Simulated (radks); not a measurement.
Q: These are the eigenvalues of the occupied orbitals of an atom or ion with whole-number occupations (hartree). All-electron calculation, Dirac Kohn-Sham, BLYP, spin-unpolarised, spherical densities, finite nucleus; Fermi nuclear charge, rms radius of each element as measured or else 0.836 A^(1/3) + 0.57 fm. Program: a radial shooting solver on a logarithmic mesh with Libxc functionals.

orbital  eigenvalue
1s1/2     -3053.573
2s1/2     -543.4604
2p1/2     -521.7476
2p3/2     -450.1552
3s1/2     -131.3986
3p1/2     -121.5766
3p3/2     -105.7182
3d3/2     -89.38640
3d5/2     -85.98757
4s1/2     -31.37774
4p1/2     -27.15897
4p3/2     -23.32665
4d3/2     -16.41426
4d5/2     -15.69943
5s1/2      -7.46384
4f5/2      -6.79920
4f7/2      -6.64440
5p1/2      -6.04451
5p3/2      -5.33304
5d3/2      -3.31895
5d5/2      -3.22611

Which element is it, and in what charge state? The configuration may be excited. Open shells, if any, fill j = l - 1/2 first.

A: Z = 80, mercury, charge +6: Hg6+ in [Xe] 4f14 5d6. The list shows which subshells hold electrons but not how many an open one holds; the 1s level, -3053.6 hartree, gives Z - s = 78.1 by -(Z - s)^2/2, which with screening and relativity narrows Z to a few neighbours, and the depths of the outer levels then fix element, charge and occupations together.
